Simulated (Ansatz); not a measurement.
`CCCC(C)CCC` + `CC[O][Zr]([OH])([OH])[O]CC` → `CC[O][Zr]([OH])([O]CC)[O]CC` + `CCCC(C)C`  (substitution at a C–C bond)

Program: Ansatz. Geometries: PBE0-D4/def2-TZVP. ΔE: electronic, gas phase. CCSD(T)/CBS is the MP2 limit (def2-TZVPP, def2-QZVPP) plus CCSD(T) − MP2 in def2-TZVPP, frozen cores. Functionals use def2-TZVPP. B3LYP here is the variant with VWN-RPA as its local correlation; programs differ in this. Elements past krypton have def2 core potentials. For Zr outer-core shells are correlated without core-valence functions, which leaves a few kJ/mol of doubt a bond. Each species was taken in one conformer, which may not be the lowest.

(1) Is it downhill or uphill in electronic energy at CCSD(T)/CBS, and by how much? (Estimate.)

(2) What do these levels give: PBE-D4, PBE0-D4, B3LYP-D4, PBE, r2SCAN, PBE0, HF/def2-TZVPP, SCS-MP2/def2-TZVPP, CCSD/def2-TZVPP, CCSD(T)/def2-TZVPP, SCS-MP2/def2-QZVPP, MP2/CBS(def2)? (An estimate is asked.)

Largest T1 diagnostic among the species: 0.015.

Answers

(1) The calculation gave: Uphill: ΔE = +7.6 kcal/mol.

(2) The calculation gave: PBE-D4 5.6, PBE0-D4 6.5, B3LYP-D4 5.0, PBE 5.2, r2SCAN 5.9, PBE0 6.2, HF/def2-TZVPP 4.3, SCS-MP2/def2-TZVPP 6.7, CCSD/def2-TZVPP 6.6, CCSD(T)/def2-TZVPP 6.5, SCS-MP2/def2-QZVPP 7.3, MP2/CBS(def2) 8.9 kcal/mol.

In def2-TZVPP, CCSD(T) changes the Hartree–Fock value by +2.1 kcal/mol (the triples alone add −0.1 kcal/mol) and MP2 by +3.5 kcal/mol. From PBE to PBE0 (25 % exact exchange), in def2-TZVPP and without D4, ΔE moves by +1.0 kcal/mol.
